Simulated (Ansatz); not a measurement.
The input (input.yaml):

```yaml
crystal:
  periodic: [false, false, false]
  atoms:
    - { symbol: Si, position_ang: [-0.282366, 0.167896, 0.064314] }
    - { symbol: C, position_ang: [0.027393, -0.058091, 2.194405] }
    - { symbol: H, position_ang: [-0.567771, -0.121498, 3.124224] }
    - { symbol: H, position_ang: [0.576678, -1.001701, 2.088936] }
    - { symbol: H, position_ang: [0.685723, 0.815518, 2.27411] }
    - { symbol: H, position_ang: [1.219856, 0.079981, -0.006057] }
    - { symbol: H, position_ang: [-0.599921, 1.548425, -0.368336] }
    - { symbol: H, position_ang: [-0.763054, -1.048896, -0.628589] }
    - { symbol: Br, position_ang: [-2.889246, 0.235714, 0.94342] }
    - { symbol: H, position_ang: [-1.094193, 0.063754, 1.686973] }
basis:
  gaussian: { orbitals: def2-SVP }
hamiltonian:
  xc: pbe0
  dispersion: d4
phonons: {}
```

Launched with:

```bash
$ ansatz run input.yaml --threads 2 --pin off --max-ram 3072MiB --backend cpu --events-out ev --progress --plain --runs-dir out
```

Hardware: 2 threads of Arm Neoverse V1, on a shared host.

Problem. Roughly how long does this run take, and how much memory?

Solution. 97 s, with a peak of 0.21 GiB, for 0 ionic steps.
